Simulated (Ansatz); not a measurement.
A CCSD(T) single point on `FC[SiH2][SiH2]F`.

```yaml
crystal:
  periodic: [false, false, false]
  atoms:
    - {symbol: F, position_ang: [-1.825850, 1.309142, -0.124415]}
    - {symbol: C, position_ang: [-0.651968, 1.333327, -0.870057]}
    - {symbol: Si, position_ang: [0.186359, -0.371465, -0.811908]}
    - {symbol: Si, position_ang: [0.524168, -1.029130, 1.412512]}
    - {symbol: F, position_ang: [1.385997, 0.107623, 2.155401]}
    - {symbol: H, position_ang: [0.002541, 2.105856, -0.453778]}
    - {symbol: H, position_ang: [-0.904798, 1.621581, -1.895416]}
    - {symbol: H, position_ang: [-0.666328, -1.380498, -1.498083]}
    - {symbol: H, position_ang: [1.485186, -0.266535, -1.533854]}
    - {symbol: H, position_ang: [1.286879, -2.302605, 1.493548]}
    - {symbol: H, position_ang: [-0.756885, -1.184096, 2.146548]}
basis:
  gaussian: {orbitals: def2-TZVPP}
correlation: {method: ccsd_t}
output: {orbitals: {seedname: orbitals}}
```

```sh
$ ansatz run in.yaml --threads 4 --pin off --events-out ev --progress --plain
```

Log, shortened:

```
Functional definition: HF
1544 factors; integrals over basis functions are off by at most 9.9e-4 eV
mean field evaluation 1: about -22263.1721 eV, gradient 3.5e1 eV
mean field evaluation 2: about -22263.4303 eV, gradient 3.5e1 eV
mean field evaluation 4: about -22266.4335 eV, gradient 3.8e0 eV
mean field evaluation 8: about -22266.5002 eV, gradient 2.0e-1 eV
mean field evaluation 16: about -22266.5004 eV, gradient 1.8e-6 eV
mean field -22266.50036152 eV, -818.2787955097 hartree, gradient 1.8e-6 eV, S^2 0.000000; 0 other end points of the search recorded, 0 dependent functions left out
13 core orbitals not correlated: weight in the atoms' cores, before any rotation towards them, 1.000 or more for the frozen orbitals, at most 0.000 for the correlated occupied ones
reference -22266.50036152 eV, -818.2787955097 hartree; 16, 16 occupied and 232, 232 virtual orbitals, 1544 factors
second order -24.87802874 eV of doubles, -0.00000000 eV of singles
cycle   1  -25.46527233 eV  change   -5.9e-1 eV  update   1.1e-1
cycle   2  -26.07950504 eV  change   -6.1e-1 eV  update   3.3e-2
cycle   3  -26.22364654 eV  change   -1.4e-1 eV  update   1.7e-2
cycle   4  -26.20873848 eV  change    1.5e-2 eV  update   3.7e-3
cycle   5  -26.20665792 eV  change    2.1e-3 eV  update   1.6e-3
cycle   6  -26.20754958 eV  change   -8.9e-4 eV  update   4.9e-4
cycle   7  -26.20725830 eV  change    2.9e-4 eV  update   1.9e-4
cycle   8  -26.20713764 eV  change    1.2e-4 eV  update   5.9e-5
cycle   9  -26.20716256 eV  change   -2.5e-5 eV  update   2.6e-5
perturbative correction -0.83238956 eV, -0.0305897522 hartree
Total energy: -22293.53991364 eV, -819.2724807221 hartree
```

Run time 4.9 min (4 threads of a server CPU on a shared host); peak host memory 6.1 GiB.

The correlation energy is -27.040 eV, 3.1 % of it from (T); the T1 diagnostic reads 0.0121.
